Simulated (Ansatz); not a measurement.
Geometry optimisation, RKS BHLYP-D4/STO-3G in Ansatz.

Input:

```yaml
crystal:
  periodic: [false, false, false]
  atoms:
    - { symbol: Si, position_ang: [0.0, 0.0, 0.0] }
    - { symbol: O, position_ang: [0.0, 0.0, 1.68] }
    - { symbol: Si, position_ang: [-1.3147, -0.4067, 2.6436] }
    - { symbol: H, position_ang: [-2.239, -1.2403, 1.8804] }
    - { symbol: H, position_ang: [-0.8506, -1.1432, 3.8157] }
    - { symbol: H, position_ang: [-1.9987, 0.8095, 3.0733] }
    - { symbol: O, position_ang: [1.5842, 0.0, -0.5594] }
    - { symbol: H, position_ang: [1.9006, -0.9521, -0.6761] }
    - { symbol: O, position_ang: [-0.7913, 1.3709, -0.5594] }
    - { symbol: H, position_ang: [-1.7491, 1.1401, -0.7818] }
    - { symbol: O, position_ang: [-0.7913, -1.3709, -0.5594] }
    - { symbol: H, position_ang: [-1.2459, -1.8365, 0.2129] }
basis:
  gaussian: { orbitals: STO-3G }
hamiltonian:
  xc: { name: BHLYP }
  dispersion: d4
relax:
  f_tol: 0.02
  max_steps: 40
```

Launched with:

```bash
$ ansatz run input.yaml --threads 1 --pin off --max-ram 2048MiB --backend cpu --events-out ev --progress --plain --runs-dir out
```

Question: Where does it end, and by what steps?

Answer: The run converged. Limits of this set-up: minimal basis. After 17 steps the energy has fallen by 0.386 eV; H4 moved furthest, 1.22 Å.

| step | energy less start (eV) | largest force component (eV/Å) | accepted |
| --- | --- | --- | --- |
| 0 | 0.0000 | 1.024 | yes |
| 1 | -0.1280 | 0.614 | yes |
| 2 | -0.1551 | 0.212 | yes |
| 3 | -0.2050 | 0.439 | yes |
| 4 | -0.2270 | 0.303 | yes |
| 5 | -0.2439 | 0.531 | yes |
| 6 | -0.2752 | 0.159 | yes |
| 7 | -0.2898 | 0.118 | yes |
| 8 | -0.2751 | 1.180 | no |
| 9 | -0.2966 | 0.240 | yes |
| 10 | -0.3064 | 0.154 | yes |
| 11 | -0.3102 | 0.380 | yes |
| 12 | -0.3410 | 0.274 | yes |
| 13 | -0.3633 | 0.225 | yes |
| 14 | -0.3781 | 0.073 | yes |
| 15 | -0.3830 | 0.135 | yes |
| 16 | -0.3848 | 0.096 | yes |
| 17 | -0.3858 | 0.016 | yes |

```xyz
12
Properties=species:S:1:pos:R:3
Si -0.261 -0.399 0.031
O -0.452 -1.018 1.538
Si -1.304 -0.257 2.758
H -2.718 -0.311 2.515
H -1.016 -0.969 3.967
H -0.911 1.115 2.916
O 1.165 0.433 -0.227
H 1.818 -0.221 -0.611
O -1.510 0.696 -0.155
H -1.230 1.367 -0.840
O -0.247 -1.673 -1.051
H -0.832 -2.392 -0.672
```

Whether the end is a true minimum wasn't checked by a vibrational analysis.

Time of the run: 32 s on 1 thread of Intel(R) Xeon(R) 6975P-C (Granite Rapids), with other jobs on the host, peak memory 0.14 GiB.
